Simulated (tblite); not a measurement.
Species: C₂H₅BrOSi.
Bonds: O1–C2 (double), C2–Si3, Si3–C4, C4–Br5. Hydrogens: H6 on C2; H7, H8 on Si3; H9, H10 on C4.

Computed with GFN2-xTB (tblite), gas phase: L-BFGS steps from a force-field or distance-geometry start until the largest atomic force falls under 0.01 eV/Å.

At the end of the run (lengths in Å): Si3–C4 1.903, C2–Si3 1.921, Si3–H7 1.463, Si3–H8 1.463, O1=C2 1.203, C4–H10 1.088, C4–H9 1.088, O1–C2–Si3 124.0°, C2–Si3–C4 106.9°, Si3–C4–Br5 108.8°, O1–C2–Si3–C4 0°, C2–Si3–C4–Br5 180°.

**Question.** These geometries were met on the way; a selection of coordinates is given. Order them by energy above the end point, lowest first.
A. Si3–C4 1.899, C2–Si3 1.913, Si3–H7 1.453, Si3–H8 1.454, O1=C2 1.200, C4–H10 1.090, C4–H9 1.091, O1–C2–Si3 123.3°, C2–Si3–C4 107.2°, Si3–C4–Br5 107.4°, O1–C2–Si3–C4 0°, C2–Si3–C4–Br5 180°
B. Si3–C4 1.904, C2–Si3 1.906, Si3–H7 1.448, Si3–H8 1.449, O1=C2 1.204, C4–H10 1.089, C4–H9 1.087, O1–C2–Si3 122.6°, C2–Si3–C4 107.5°, Si3–C4–Br5 107.4°, O1–C2–Si3–C4 0°, C2–Si3–C4–Br5 180°
C. Si3–C4 1.881, C2–Si3 1.897, Si3–H7 1.466, Si3–H8 1.464, O1=C2 1.195, C4–H10 1.081, C4–H9 1.080, O1–C2–Si3 120.4°, C2–Si3–C4 109.0°, Si3–C4–Br5 108.2°, O1–C2–Si3–C4 0°, C2–Si3–C4–Br5 180°
D. Si3–C4 1.907, C2–Si3 1.898, Si3–H7 1.448, Si3–H8 1.448, O1=C2 1.214, C4–H10 1.087, C4–H9 1.079, O1–C2–Si3 121.9°, C2–Si3–C4 107.9°, Si3–C4–Br5 107.5°, O1–C2–Si3–C4 0°, C2–Si3–C4–Br5 180°
E. Si3–C4 1.835, C2–Si3 1.890, Si3–H7 1.491, Si3–H8 1.486, O1=C2 1.214, C4–H10 1.078, C4–H9 1.097, O1–C2–Si3 118.2°, C2–Si3–C4 110.9°, Si3–C4–Br5 109.2°, O1–C2–Si3–C4 1°, C2–Si3–C4–Br5 180°

**Answer.** A (0.007 eV), B (0.016 eV), D (0.030 eV), C (0.051 eV), E (0.131 eV).

```
step  E above end (eV)  rms distance from the end, all atoms (Å)  largest force (eV/Å)  rms shift of all bonds from the end (Å)
   4             0.007                                     0.018                 0.277                                    0.006
   3             0.016                                     0.023                 0.334                                    0.009
   2             0.030                                     0.026                 0.869                                    0.012
   1             0.051                                     0.032                 0.935                                    0.012
   0             0.131                                     0.040                 2.282                                    0.028
```

Rows stand in the order of the answer.
